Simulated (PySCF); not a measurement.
## Working out the ionisation energy of As

As [Ar] 3d10 4s2 4p3 (4S) → As+ [Ar] 3d10 4s2 4p2 (3P). Calculation: PySCF 2.14, in def2-SVP; no relativity, point nucleus. Frozen: [Ar] 3d10. Energies in hartree (1 hartree = 27.21139 eV):

```csv
part,As (lower),As+ (upper)
UHF,-2233.916923,-2233.569160
CCSD correlation,-0.071177,-0.061021
(T),-0.000956,-0.000776
```

What does Hartree-Fock give?

(-2233.569160) − (-2233.916923) = 0.347763 hartree = 9.463 eV.

What do CCSD and CCSD(T) give?

The CCSD correlation energies differ by 0.010156 hartree = 0.276 eV and the triples by 0.000180 hartree = 0.005 eV, so CCSD gives 9.739 eV and CCSD(T) 9.744 eV.

Measured between the centres of the two terms (NIST): 10.008 eV, so CCSD(T) (valence) is off by -0.264 eV.

The calculation is non-relativistic.

A double-zeta basis recovers only part of the correlation energy.

What remains against the reference includes basis incompleteness, the frozen core and higher excitations.
